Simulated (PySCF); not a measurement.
A run for PySCF: R-HF/3-21G on H4OSi (SMILES O[SiH3]), a point of a bond scan (R = 2.479 Å).

```python
from pyscf import gto, scf, dft, mp
from pyscf.data.elements import chemcore

mol = gto.M(
    atom='''
    O     1.81241611   -0.56698381   -0.43038197
    Si   -0.50881883    0.12973854    0.09205040
    H     2.53581307   -0.14118858    0.03528077
    H    -0.84295262   -0.10662565    1.51863737
    H    -1.37924119   -0.69223322   -0.77093301
    H    -0.72577971    1.56941136   -0.19593207
    ''',
    basis='3-21g',
    charge=0, spin=0, verbose=3, max_memory=1800)
mf = scf.RHF(mol)
mf.conv_tol = 1e-8
mf.max_cycle = 100
mf.kernel()
if not mf.converged:
    mf = mf.newton().run(mf.mo_coeff, mf.mo_occ)
```

The log:

```
converged SCF energy = -364.045958356383
```

The calculation finished and met its thresholds.

Cost: around 0.13 core-seconds (rough).
